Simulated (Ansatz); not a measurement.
Geometry optimisation, Ansatz, DFT PBE-D3(BJ), scalar-relativistic, plane waves, PAW.

Input file:

```yaml
crystal:
  lattice:
    - [7.67918, 0.0, 0.0]
    - [0.0, 15.358359, 0.0]
    - [0.0, 0.0, 20.614362]
  atoms:
    - { symbol: H, position: [0.40939201, 0.0, 0.04850987] }
    - { symbol: H, position: [0.09060797, 0.0, 0.04850987] }
    - { symbol: H, position: [0.90939198, 0.0, 0.04850987] }
    - { symbol: H, position: [0.59060795, 0.0, 0.04850987] }
    - { symbol: H, position: [0.40939201, 0.25, 0.04850987] }
    - { symbol: H, position: [0.09060797, 0.25, 0.04850987] }
    - { symbol: H, position: [0.90939198, 0.25, 0.04850987] }
    - { symbol: H, position: [0.59060795, 0.25, 0.04850987] }
    - { symbol: H, position: [0.40939201, 0.50000001, 0.04850987] }
    - { symbol: H, position: [0.09060797, 0.50000001, 0.04850987] }
    - { symbol: H, position: [0.90939198, 0.50000001, 0.04850987] }
    - { symbol: H, position: [0.59060795, 0.50000001, 0.04850987] }
    - { symbol: H, position: [0.40939201, 0.75000001, 0.04850987] }
    - { symbol: H, position: [0.09060797, 0.75000001, 0.04850987] }
    - { symbol: H, position: [0.90939198, 0.75000001, 0.04850987] }
    - { symbol: H, position: [0.59060795, 0.75000001, 0.04850987] }
    - { symbol: Si, position: [0.24999999, 0.0, 0.09049516] }
    - { symbol: Si, position: [0.74999997, 0.0, 0.09049516] }
    - { symbol: Si, position: [0.24999999, 0.25, 0.09049516] }
    - { symbol: Si, position: [0.74999997, 0.25, 0.09049516] }
    - { symbol: Si, position: [0.24999999, 0.50000001, 0.09049516] }
    - { symbol: Si, position: [0.74999997, 0.50000001, 0.09049516] }
    - { symbol: Si, position: [0.24999999, 0.75000001, 0.09049516] }
    - { symbol: Si, position: [0.74999997, 0.75000001, 0.09049516] }
    - { symbol: Si, position: [0.24999999, 0.125, 0.15634731] }
    - { symbol: Si, position: [0.74999997, 0.125, 0.15634731] }
    - { symbol: Si, position: [0.24999999, 0.37500001, 0.15634731] }
    - { symbol: Si, position: [0.74999997, 0.37500001, 0.15634731] }
    - { symbol: Si, position: [0.24999999, 0.62500001, 0.15634731] }
    - { symbol: Si, position: [0.74999997, 0.62500001, 0.15634731] }
    - { symbol: Si, position: [0.24999999, 0.87500002, 0.15634731] }
    - { symbol: Si, position: [0.74999997, 0.87500002, 0.15634731] }
    - { symbol: Si, position: [0.0, 0.125, 0.22219945] }
    - { symbol: Si, position: [0.49999998, 0.125, 0.22219945] }
    - { symbol: Si, position: [0.0, 0.37500001, 0.22219945] }
    - { symbol: Si, position: [0.49999998, 0.37500001, 0.22219945] }
    - { symbol: Si, position: [0.0, 0.62500001, 0.22219945] }
    - { symbol: Si, position: [0.49999998, 0.62500001, 0.22219945] }
    - { symbol: Si, position: [0.0, 0.87500002, 0.22219945] }
    - { symbol: Si, position: [0.49999998, 0.87500002, 0.22219945] }
    - { symbol: Si, position: [0.0, 0.0, 0.2880516] }
    - { symbol: Si, position: [0.49999998, 0.0, 0.2880516] }
    - { symbol: Si, position: [0.0, 0.25, 0.2880516] }
    - { symbol: Si, position: [0.49999998, 0.25, 0.2880516] }
    - { symbol: Si, position: [0.0, 0.50000001, 0.2880516] }
    - { symbol: Si, position: [0.49999998, 0.50000001, 0.2880516] }
    - { symbol: Si, position: [0.0, 0.75000001, 0.2880516] }
    - { symbol: Si, position: [0.49999998, 0.75000001, 0.2880516] }
    - { symbol: Si, position: [0.24999999, 0.04845345, 0.35196335] }
    - { symbol: Si, position: [0.74999997, 0.04845345, 0.35196335] }
    - { symbol: Si, position: [0.24999999, 0.20154656, 0.3344998] }
    - { symbol: Si, position: [0.74999997, 0.20154656, 0.3344998] }
    - { symbol: Si, position: [0.24999999, 0.54845346, 0.35196335] }
    - { symbol: Si, position: [0.74999997, 0.54845346, 0.35196335] }
    - { symbol: Si, position: [0.24999999, 0.70154657, 0.3344998] }
    - { symbol: Si, position: [0.74999997, 0.70154657, 0.3344998] }
    - { symbol: H, position: [0.24999999, 0.23449013, 0.40041801] }
    - { symbol: H, position: [0.74999997, 0.23449013, 0.40041801] }
    - { symbol: H, position: [0.24999999, 0.51550989, 0.41788156] }
    - { symbol: H, position: [0.74999997, 0.51550989, 0.41788156] }
    - { symbol: H, position: [0.24999999, 0.73449014, 0.40041801] }
    - { symbol: H, position: [0.74999997, 0.73449014, 0.40041801] }
    - { symbol: Ti, position: [0.24999999, 0.73449014, 0.49452715] }
    - { symbol: Cl, position: [0.08333333, 0.5885033, 0.43194942] }
    - { symbol: Cl, position: [0.01916544, 0.6681568, 0.53928284] }
    - { symbol: Cl, position: [0.48033888, 0.66772745, 0.53928284] }
    - { symbol: Cl, position: [0.24999999, 0.73449014, 0.60949554] }
basis:
  ecutwfc: 420.0
kpoints:
  mp_grid: { grid: [2, 1, 1] }
hamiltonian:
  xc: pbe
  dispersion: d3bj
  pseudopotentials: { kind: paw, azcp: { folder: soft_1 } }
scf:
  occupations: { method: gaussian, width: 0.02 }
  lower_state_search: "off"
relax:
  f_tol: 0.03
  max_steps: 60
  adjacent_minimum: "off"
  constraints:
    - { sites: [0, 1, 2, 3, 4, 5, 6, 7, 8, 9, 10, 11, 12, 13, 14, 15, 16, 17, 18, 19, 20, 21, 22, 23] }
```

Run as:

```bash
$ ansatz run input.yaml --threads 4 --pin off --max-ram 10240MiB --backend cpu --events-out ev --progress --plain --runs-dir out
```

Task: Where does it end, and by what steps?

Result: The forces met the threshold. The force dipped under the threshold on the way, but the program's further checks kept it going. Limits of this set-up: coarse k mesh, slab without dipole correction. After 34 steps the energy has fallen by 10.254 eV; Cl65 moved furthest, 2.89 Å. Parted: Si53–Cl64 (2.18 → 4.12 Å), H61–Ti63 (1.94 → 2.58 Å).

| step | energy less start (eV) | largest force component (eV/Å) | accepted |
| --- | --- | --- | --- |
| 0 | 0.0000 | 2.753 | yes |
| 2 | -5.5568 | 1.098 | yes |
| 4 | -7.4009 | 0.534 | yes |
| 6 | -8.1056 | 0.671 | yes |
| 8 | -8.6364 | 0.719 | yes |
| 10 | -9.2019 | 0.578 | yes |
| 12 | -9.6544 | 0.302 | yes |
| 14 | -10.0264 | 0.196 | yes |
| 16 | -10.1465 | 0.085 | yes |
| 18 | -10.2045 | 0.145 | yes |
| 20 | -10.2274 | 0.146 | yes |
| 22 | -10.2411 | 0.140 | yes |
| 24 | -10.2475 | 0.032 | yes |
| 26 | -10.2501 | 0.085 | yes |
| 28 | -10.2504 | 0.090 | no |
| 30 | -10.2531 | 0.035 | yes |
| 32 | -10.2536 | 0.037 | yes |
| 34 | -10.2537 | 0.019 | yes |

```xyz
67
Lattice="7.6792 0.0000 0.0000 0.0000 15.3584 0.0000 0.0000 0.0000 20.6144" Properties=species:S:1:pos:R:3
H 3.144 0.000 1.000
H 0.696 0.000 1.000
H 6.983 0.000 1.000
H 4.535 0.000 1.000
H 3.144 3.840 1.000
H 0.696 3.840 1.000
H 6.983 3.840 1.000
H 4.535 3.840 1.000
H 3.144 7.679 1.000
H 0.696 7.679 1.000
H 6.983 7.679 1.000
H 4.535 7.679 1.000
H 3.144 11.519 1.000
H 0.696 11.519 1.000
H 6.983 11.519 1.000
H 4.535 11.519 1.000
Si 1.920 0.000 1.865
Si 5.759 0.000 1.865
Si 1.920 3.840 1.865
Si 5.759 3.840 1.865
Si 1.920 7.679 1.865
Si 5.759 7.679 1.865
Si 1.920 11.519 1.865
Si 5.759 11.519 1.865
Si 1.918 1.911 3.162
Si 5.758 1.924 3.150
Si 1.920 5.765 3.267
Si 5.759 5.759 3.270
Si 1.919 9.599 3.152
Si 5.759 9.598 3.150
Si 1.920 13.432 3.254
Si 5.760 13.445 3.270
Si -0.014 1.939 4.473
Si 3.850 1.938 4.471
Si 0.003 5.770 4.670
Si 3.836 5.770 4.671
Si -0.002 9.599 4.451
Si 3.840 9.598 4.451
Si 0.010 13.443 4.659
Si 3.831 13.442 4.658
Si 0.160 0.069 5.957
Si 3.689 0.070 5.953
Si 0.043 3.766 5.935
Si 3.796 3.765 5.934
Si -0.003 7.784 5.928
Si 3.842 7.783 5.931
Si -0.005 11.430 5.907
Si 3.845 11.429 5.905
Si 1.925 0.609 7.491
Si 5.764 0.801 6.650
Si 1.920 3.051 7.170
Si 5.760 3.166 7.073
Si 1.919 8.393 7.137
Si 5.760 8.414 7.143
Si 1.920 10.798 7.087
Si 5.759 10.828 7.129
H 1.920 3.722 8.516
H 5.759 3.454 8.546
H 1.916 7.881 8.547
H 5.763 7.890 8.550
H 1.923 11.365 8.478
H 5.757 11.395 8.515
Ti 1.952 11.091 11.046
Cl 0.107 10.073 10.435
Cl 1.969 11.018 13.230
Cl 3.745 10.002 10.403
Cl 1.991 13.217 10.515
```

Whether the end is a true minimum wasn't checked by a vibrational analysis.

Time of the run: 9.7 min on 4 threads of Arm Neoverse V1, on a shared host, peak memory 4.4 GiB.
